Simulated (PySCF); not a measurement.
PySCF input file for C7H15, SMILES C[CH]CCCCC, multiplicity 2, PBE-D3(BJ)/def2-SVP. Geometry optimised at PBE-D3(BJ)/def2-SVP. The isomer is the one that the SMILES or the coordinates give; other isomers of the formula were not compared. The values are those of a single conformer.

```python
import numpy as np
from pyscf import gto, scf, dft, df
from pyscf.hessian import thermo

mol = gto.M(
    atom='''
    C     3.42808392   -0.76387382    0.00440733
    C     2.68210591    0.49294348    0.29342351
    C     1.27940580    0.47330725    0.80682018
    C     0.21047218    0.17255900   -0.27314636
    C    -1.21855030    0.14808963    0.27417138
    C    -2.28382513   -0.15121992   -0.78509822
    C    -3.70810710   -0.17379099   -0.22877174
    H     3.22363342   -1.54701031    0.76763059
    H     4.52490195   -0.60245999   -0.04034033
    H     3.14228001   -1.21727687   -0.97944327
    H     3.08103732    1.44271119   -0.10322455
    H     1.18171517   -0.29775856    1.60720952
    H     1.02963120    1.44847206    1.28050720
    H     0.28872341    0.93170650   -1.08280582
    H     0.44117987   -0.80500881   -0.75217803
    H    -1.44443248    1.12612367    0.75741696
    H    -1.28717234   -0.60820678    1.08925668
    H    -2.21094612    0.60516954   -1.59822353
    H    -2.05383306   -1.12809559   -1.26626733
    H    -3.97867334    0.80221521    0.22606004
    H    -4.45553474   -0.39300756   -1.01783977
    H    -3.82002189   -0.94566155    0.56140501
    ''',
    basis='def2-SVP',
    charge=0,
    spin=1,
    max_memory=1600,
    verbose=3,
)
mf = dft.UKS(mol, xc='pbe').density_fit(auxbasis='def2-universal-jkfit')
mf.disp = 'd3bj'
mf.grids.level = 3
mf.conv_tol = 1e-11
mf.max_cycle = 100
mf.kernel()
fine, coarse = mf.grids, dft.Grids(mol).set(level=1).build(with_non0tab=True)
for _ in range(3):  # follow internal instabilities
    mf.grids = coarse
    mo, _, stable, _ = mf.stability(return_status=True, nroots=4)
    mf.grids = fine
    if stable:
        break
    mf.kernel(mf.make_rdm1(mo, mf.mo_occ))

# [left out here: the lines that compute and print the analytic Hessian (its translational invariance restored by hand, since the grid's response is missing), thermochemistry and intensities]
```

It prints:

```

WARN: HOMO -0.191804545838028 >= LUMO -0.191804545838028

converged SCF energy = -275.141849020039  <S^2> = 0.75338213  2S+1 = 2.0033793
<class 'pyscf.df.df_jk.DFUKS'> wavefunction is stable in the internal stability analysis

WARN: DFTD3 does not support analytical Hessian, using finite difference


WARN: Mole.unit (angstrom) is changed to Bohr

Mode                                 0                   1                   2
Irrep
Freq [cm^-1]                       42.5420             58.7519             92.1274
Reduced mass [au]                   1.8044              2.3718              1.2301
Force const [Dyne/A]                0.0019              0.0048              0.0062
Char temp [K]                      61.2085             84.5309            132.5508
Normal mode                   x     y     z       x     y     z       x     y     z
       0   C                 0.10  0.02  0.10    0.07  0.09 -0.03    0.04  0.01  0.05
       1   C                -0.01 -0.00 -0.06   -0.02  0.03  0.00    0.00 -0.00  0.01
       2   C                -0.00 -0.06 -0.04   -0.01 -0.07  0.02   -0.01  0.00 -0.04
       3   C                -0.02  0.00 -0.04   -0.00 -0.10  0.02   -0.00 -0.03 -0.05
       4   C                -0.01 -0.04 -0.01   -0.01 -0.04  0.01    0.01 -0.02 -0.03
       5   C                -0.04  0.06 -0.01   -0.01 -0.06  0.01   -0.03  0.02 -0.00
       6   C                -0.02  0.01  0.03   -0.03  0.13 -0.03   -0.01  0.01  0.06
       7   H                 0.27  0.15  0.28    0.12  0.05 -0.06   -0.32 -0.13 -0.20
       8   H                 0.08  0.14 -0.04    0.06  0.16 -0.03    0.07 -0.04  0.53
       9   H                 0.04 -0.20  0.22    0.10  0.10 -0.05    0.43  0.25 -0.17
      10   H                -0.12 -0.02 -0.21   -0.08  0.06  0.02    0.03  0.00  0.04
      11   H                 0.02 -0.10 -0.08    0.04 -0.08  0.01   -0.03  0.02 -0.03
      12   H                -0.01 -0.08  0.02   -0.06 -0.09  0.04   -0.03  0.01 -0.07
      13   H                -0.04  0.05  0.01    0.02 -0.14 -0.01   -0.01 -0.04 -0.06
      14   H                -0.02  0.03 -0.10   -0.02 -0.13  0.07    0.01 -0.03 -0.03
      15   H                 0.01 -0.08  0.09    0.01 -0.00 -0.05    0.03 -0.03 -0.01
      16   H                 0.00 -0.11 -0.07   -0.04  0.01  0.05    0.01 -0.04 -0.05
      17   H                -0.06  0.14  0.06    0.08 -0.15 -0.07   -0.06  0.05  0.02
      18   H                -0.05  0.11 -0.11   -0.08 -0.13  0.12   -0.06  0.04 -0.05
      19   H                -0.01 -0.03  0.14    0.05  0.21 -0.15    0.02 -0.01  0.12
      20   H                -0.04  0.09  0.03   -0.02  0.10 -0.02   -0.05  0.05  0.09
      21   H                -0.00 -0.07 -0.05   -0.11  0.23  0.06    0.02 -0.02  0.03
Mode                                 3                   4                   5
Irrep
Freq [cm^-1]                      109.2456            135.4434            144.4811
Reduced mass [au]                   1.9804              2.2118              1.9321
Force const [Dyne/A]                0.0139              0.0239              0.0238
Char temp [K]                     157.1801            194.8729            207.8761
Normal mode                   x     y     z       x     y     z       x     y     z
       0   C                -0.06  0.00 -0.01    0.05 -0.01 -0.01   -0.02 -0.03  0.02
       1   C                 0.00  0.04 -0.03   -0.01 -0.02 -0.10    0.00 -0.00 -0.05
       2   C                 0.01  0.09 -0.01    0.03 -0.01  0.02    0.01  0.03 -0.01
       3   C                 0.01 -0.10  0.04   -0.03 -0.01  0.09   -0.02  0.12  0.00
       4   C                 0.02 -0.11  0.04   -0.04  0.07  0.08    0.01 -0.10  0.05
       5   C                 0.02  0.05 -0.01    0.02  0.04  0.03    0.02 -0.08  0.03
       6   C                 0.01  0.03 -0.03   -0.02 -0.05 -0.09   -0.01  0.05 -0.04
       7   H                -0.08  0.03  0.01   -0.07 -0.03 -0.08   -0.12 -0.02 -0.01
       8   H                -0.05 -0.05 -0.03    0.06  0.01  0.18   -0.00 -0.07  0.13
       9   H                -0.09 -0.01  0.01    0.24  0.03 -0.09    0.07 -0.01 -0.02
      10   H                 0.03  0.01 -0.06   -0.11 -0.06 -0.29   -0.01 -0.03 -0.13
      11   H                 0.03  0.21  0.11    0.09 -0.00  0.04    0.01 -0.00 -0.04
      12   H                -0.01  0.15 -0.15    0.07 -0.00  0.03    0.06  0.02  0.05
      13   H                -0.03 -0.18 -0.04   -0.02 -0.05  0.05   -0.12  0.25  0.12
      14   H                 0.06 -0.14  0.14   -0.09 -0.04  0.12    0.05  0.22 -0.17
      15   H                 0.05 -0.15  0.14   -0.03  0.10  0.02   -0.08 -0.18  0.18
      16   H                -0.02 -0.19 -0.04   -0.09  0.11  0.11    0.10 -0.21 -0.04
      17   H                 0.05  0.15  0.09    0.04  0.05  0.04    0.10 -0.11  0.00
      18   H                -0.01  0.11 -0.13    0.10  0.06  0.03   -0.02 -0.11  0.07
      19   H                 0.05 -0.03  0.13   -0.12 -0.08 -0.09    0.03  0.12 -0.15
[...]
      20   H                -0.00 -0.00 -0.00    0.00  0.00  0.00    0.00 -0.00  0.00
      21   H                 0.00  0.02 -0.02    0.00  0.01 -0.01    0.00  0.03 -0.03
Mode                                54                  55                  56
Irrep
Freq [cm^-1]                     2998.4977           3012.3410           3042.0693
Reduced mass [au]                   1.1048              1.1059              1.1009
Force const [Dyne/A]                5.8524              5.9124              6.0023
Char temp [K]                    4314.1706           4334.0880           4376.8604
Normal mode                   x     y     z       x     y     z       x     y     z
       0   C                 0.00 -0.00  0.00   -0.00  0.00  0.00   -0.07 -0.04  0.03
       1   C                -0.00 -0.00  0.00   -0.00 -0.00  0.00    0.00  0.01 -0.00
       2   C                -0.00  0.03  0.00   -0.00  0.03 -0.00   -0.00  0.00 -0.00
       3   C                -0.00  0.03 -0.01   -0.01  0.07 -0.01    0.00 -0.00 -0.00
       4   C                 0.00 -0.03  0.01   -0.00  0.04 -0.01    0.00 -0.00  0.00
       5   C                 0.01 -0.07  0.01   -0.00  0.03 -0.01    0.00  0.00 -0.00
       6   C                -0.00  0.02 -0.00    0.00 -0.01  0.00   -0.00  0.00 -0.00
       7   H                 0.00  0.00 -0.00    0.00  0.00 -0.00    0.08  0.33 -0.33
       8   H                -0.00 -0.00  0.00    0.01  0.00 -0.00    0.80  0.12 -0.03
       9   H                -0.00 -0.00 -0.00   -0.00 -0.00 -0.01   -0.01  0.01  0.05
      10   H                 0.01  0.02 -0.01    0.01  0.03 -0.01   -0.05 -0.11  0.05
      11   H                -0.02 -0.12  0.13   -0.01 -0.12  0.13    0.00 -0.00  0.00
      12   H                 0.07 -0.27 -0.13    0.06 -0.25 -0.12    0.00 -0.01 -0.00
      13   H                -0.01 -0.16  0.17   -0.04 -0.34  0.36    0.00  0.00 -0.00
      14   H                 0.05 -0.22 -0.11    0.11 -0.44 -0.22   -0.00  0.00  0.00
      15   H                -0.04  0.18  0.09    0.06 -0.26 -0.13   -0.00  0.00  0.00
      16   H                 0.01  0.14 -0.16   -0.02 -0.20  0.22    0.00  0.00 -0.00
      17   H                 0.03  0.35 -0.38   -0.01 -0.14  0.16   -0.00 -0.00  0.00
      18   H                -0.11  0.45  0.22    0.04 -0.19 -0.09    0.00 -0.00 -0.00
      19   H                 0.03 -0.11 -0.05   -0.02  0.07  0.03    0.00 -0.00 -0.00
      20   H                 0.00  0.01 -0.00    0.00 -0.00  0.00    0.00  0.00  0.00
      21   H                -0.01 -0.09  0.09    0.01  0.05 -0.06   -0.00 -0.00  0.00
Mode                                57                  58                  59
Irrep
Freq [cm^-1]                     3047.0774           3056.5527           3093.1441
Reduced mass [au]                   1.1031              1.1028              1.0887
Force const [Dyne/A]                6.0344              6.0705              6.1370
Char temp [K]                    4384.0659           4397.6988           4450.3457
Normal mode                   x     y     z       x     y     z       x     y     z
       0   C                 0.00  0.00 -0.00    0.00  0.00 -0.00   -0.01 -0.00  0.00
       1   C                -0.00 -0.00  0.00   -0.00 -0.00  0.00   -0.03 -0.07  0.03
       2   C                -0.00  0.00 -0.00   -0.00 -0.00  0.00    0.00 -0.01  0.00
       3   C                -0.00  0.00 -0.00    0.00 -0.00 -0.00    0.00 -0.00  0.00
       4   C                -0.00  0.00 -0.00    0.00  0.00  0.00   -0.00 -0.00  0.00
       5   C                -0.00  0.02 -0.00    0.00 -0.00 -0.01   -0.00 -0.00  0.00
       6   C                -0.01  0.08 -0.02   -0.04 -0.02 -0.08    0.00 -0.00  0.00
       7   H                -0.00 -0.00  0.00   -0.00 -0.00  0.00    0.01  0.05 -0.05
       8   H                -0.00 -0.00  0.00   -0.00 -0.00  0.00    0.10  0.01 -0.01
       9   H                -0.00 -0.00 -0.00    0.00  0.00  0.00   -0.00  0.00  0.01
      10   H                 0.00  0.00 -0.00    0.00  0.00 -0.00    0.34  0.81 -0.33
      11   H                 0.00 -0.00  0.00    0.00 -0.00  0.00    0.00  0.03 -0.03
      12   H                 0.00 -0.00 -0.00   -0.00  0.00  0.00   -0.02  0.05  0.02
      13   H                -0.00 -0.01  0.01   -0.00 -0.00  0.00   -0.00  0.01 -0.01
      14   H                 0.00 -0.01 -0.01   -0.00  0.00  0.00   -0.00  0.01  0.00
      15   H                 0.01 -0.03 -0.02    0.00  0.00  0.00   -0.00  0.00  0.00
      16   H                 0.00 -0.03  0.03    0.00 -0.00  0.00    0.00  0.00 -0.00
      17   H                -0.01 -0.10  0.11   -0.00 -0.03  0.03   -0.00  0.00 -0.00
      18   H                 0.03 -0.13 -0.06   -0.01  0.04  0.02    0.00  0.00  0.00
      19   H                 0.15 -0.57 -0.27   -0.09  0.31  0.13   -0.00  0.00  0.00
      20   H                 0.00  0.02 -0.00    0.55  0.16  0.58   -0.00 -0.00 -0.00
      21   H                -0.06 -0.45  0.47   -0.04 -0.25  0.23    0.00  0.00 -0.00
temperature 298.1500 [K]
pressure 101325.00 [Pa]
Rotational constants [GHz] 8.82226 0.79649 0.77259
Symmetry number 1
Zero-point energy (ZPE) 0.19652 [Eh]   515966.705 [J/mol]
                           tot       elec      trans        rot        vib
Entropy [J/mol/K]       423.202      5.763    166.080    119.129    132.230
Cv [J/mol/K]            150.085      0.000     12.472     12.472    125.142
Cp [J/mol/K]            158.400      0.000     20.786     12.472    125.142
Internal energy [J/mol]                      3718.434   3718.434 535698.049
Internal energy [Eh]   -274.93498  -275.14185
Enthalpy [J/mol]                             6197.391   3718.434 535698.049
Enthalpy [Eh]          -274.93404
Gibbs free energy [J/mol]                  -43319.220 -31799.948 496273.761
Gibbs free energy [Eh] -274.98209
mode   freq/cm-1   IR/(km/mol)
   1       42.54         0.059
   2       58.75         0.004
   3       92.13         0.156
   4      109.25         0.007
   5      135.44         0.046
   6      144.48         0.008
   7      250.04         0.030
   8      255.54         1.828
   9      340.37         0.041
  10      388.24         4.182
  11      421.45         8.535
  12      506.51        14.456
  13      721.49         4.813
  14      738.66         0.045
  15      811.41         1.223
  16      871.39         2.580
  17      896.28         1.791
  18      913.88         0.445
  19      939.04         1.193
  20      972.95         0.836
  21      996.71         0.333
  22     1028.78         0.337
  23     1061.17         0.220
  24     1089.01         2.183
  25     1131.60         2.016
  26     1138.52         0.510
  27     1177.80         1.484
  28     1195.65         1.770
  29     1239.05         0.372
  30     1261.32         0.902
  31     1270.48         0.102
  32     1276.73         1.108
  33     1307.45         1.281
  34     1318.84         3.380
  35     1345.16         0.407
  36     1352.24         4.449
  37     1356.70         6.188
  38     1392.95         5.941
  39     1401.36         6.552
  40     1407.26         1.046
  41     1409.55         0.113
  42     1413.78         0.774
  43     1420.16         6.895
  44     1425.50         0.454
  45     1433.75         5.092
  46     2875.74        27.708
  47     2926.02        21.476
  48     2940.17        10.242
  49     2952.35         0.144
  50     2957.68        77.102
  51     2963.49        37.316
  52     2975.44         2.064
  53     2975.86        23.375
  54     2985.10         7.054
  55     2998.50         1.958
  56     3012.34        74.930
  57     3042.07        14.515
  58     3047.08        37.786
  59     3056.55        26.733
  60     3093.14        24.707
max |gradient| / (hartree/bohr): 2.036590159618099e-05
APT charges: [ 0.033   0.0303  0.0582  0.1028  0.0907  0.112   0.0544 -0.0127 -0.0104
 -0.0204 -0.0113 -0.0416 -0.0372 -0.0443 -0.0421 -0.0465 -0.0465 -0.048
 -0.048  -0.0203 -0.0319 -0.0202]
```

The calculation finished and met its thresholds.
